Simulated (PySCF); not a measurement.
Problem. What does the PBE0-D3(BJ)/def2-SVP structure of InChI=1S/CH5BFNO/c3-1-5-2-4/h2H,1,4H2 look like in three dimensions?

Solution. 
```xyz
10
CH5BFNO angstrom
N     -1.297    0.329   -0.465
B     -0.898   -0.629    0.471
O      0.419   -0.796    0.854
C      1.396    0.091    0.501
F      1.514    0.199   -0.865
H     -2.266    0.444   -0.725
H     -0.644    0.853   -1.033
H     -1.708   -1.347    1.008
H      1.178    1.107    0.883
H      2.359   -0.272    0.892
```

Any rigid rotation of these coordinates is as good. Atoms count from 1 in this order. B2 (three-coordinate boron) is planar (angles 122.7°, 120.9° and 116.4°, sum 360.0°, 0.01 Å off the plane of its three neighbours). Of the pairs four or more bonds apart, those above aside, C4···H7 is among the closest relative to their van der Waals radii: 2.66 Å, 92 % of the sum of Bondi's values. H7 on N1 lies 2.26 Å from F5, 5 bonds away (angle at H 115°; Bondi radii sum to 2.67 Å). N1 (boron-bound nitrogen) is planar (angles 123.2°, 121.7° and 114.5°, sum 359.4°, 0.05 Å off the plane of its three neighbours).

Bonds between heavy atoms (Å): N1–B2 1.397, B2–O3 1.382, O3–C4 1.366, C4–F5 1.375.

Theory: PBE0-D3(BJ)/def2-SVP geometry optimisation, gas phase (PySCF 2.14.0).

Point group: C1 (no symmetry element, even within 0.4 Å). Stationary, but not proved a minimum. One conformer, not necessarily the lowest (N1–B2–O3–C4 10°, B2–O3–C4–F5 -60°).

On Arm Neoverse V2, one thread, on a shared host, this took 15 s and 0.39 GiB of memory at its peak. That covers the optimisation of the geometry.
